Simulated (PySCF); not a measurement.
# Does the structure fit the spectrum?

A compound C4H15NSi3 gives the data below (simulated from a calculation) and was assigned the structure `C[C@@H]1[SiH2]C[C@@H]1N([SiH3])[SiH3]`.

¹³C{¹H} NMR (computed): δ 38.0 (CH), 16.8 (CH2), 5.4 (CH), -6.4 (CH3).

¹H NMR (500 MHz, computed): δ 4.65 (s, 6H), 4.15 (m, 1H), 4.01 (m, 1H), 2.57 (m, 1H), 1.20 (m, 1H), 0.72 (m, 1H), 0.27 (m, 3H), -0.18 (m, 1H).

No relativistic terms, no solvent, one averaged value for each set of equivalent atoms, a single conformation. GIAO PBE0/pcSseg-1 shieldings; geometry: GFN2-xTB; PySCF 2.14.

Referencing at the same level of theory: ¹H (31.72 ppm) and ¹³C (186.93 ppm) vs TMS.

Q: Compare with the shifts computed for the proposed structure, pairing carbons in order of shift.

A: Structure with atom numbers: `[CH3:1][C@@H:2]1[SiH2:3][CH2:4][C@@H:5]1[N:6]([SiH3:7])[SiH3:8]`. Hydrogens are named by the atom that carries them.

```tsv
atom	computed for proposal	given list	difference
C5	54.0	38.0	+16.0
C2	29.0	16.8	+12.2
C4	19.4	5.4	+14.0
C1	11.7	-6.4	+18.1
```

The rms difference is 15.2 ppm and the largest +18.1 ppm at C1 (methyl carbon). The carbon types in order of shift don't match either: CH, CH, CH2, CH3 for the proposal against CH, CH2, CH, CH3 in the data. The proposal doesn't fit.

Q: Which isomer fits?

A: `C[SiH2][C@@H]1C[C@@H]1N([SiH3])[SiH3]`.

Carbon types of the structure: 2 × CH, 1 × CH2, 1 × CH3, leaving 8 H on heteroatoms. δC 38.0, 16.8, 5.4: three-membered-ring carbon. δC -6.4: methyl carbon bonded to Si; an electropositive neighbour leaves it electron-rich and shielded. δH 2.57, 1.20, 0.72, -0.18: hydrogen on a three-membered-ring carbon. δH 0.27: hydrogen on a methyl carbon bonded to Si; an electropositive neighbour shields it, as in TMS itself.

This is the structure that produced the data.

Shifts are as computed. Against solution values, carbons near 30 ppm lie about +3 ppm off and those near 130 ppm about +5 ppm. Of 1211 compounds with measured shifts, 218 miss one by over three times the rms of a fit or turn the order of signals round; such compounds aren't used in these exercises. Multiplicities follow the n + 1 count of equivalent neighbours, as no J values were calculated; m marks all less simple cases, F and P coupling included.
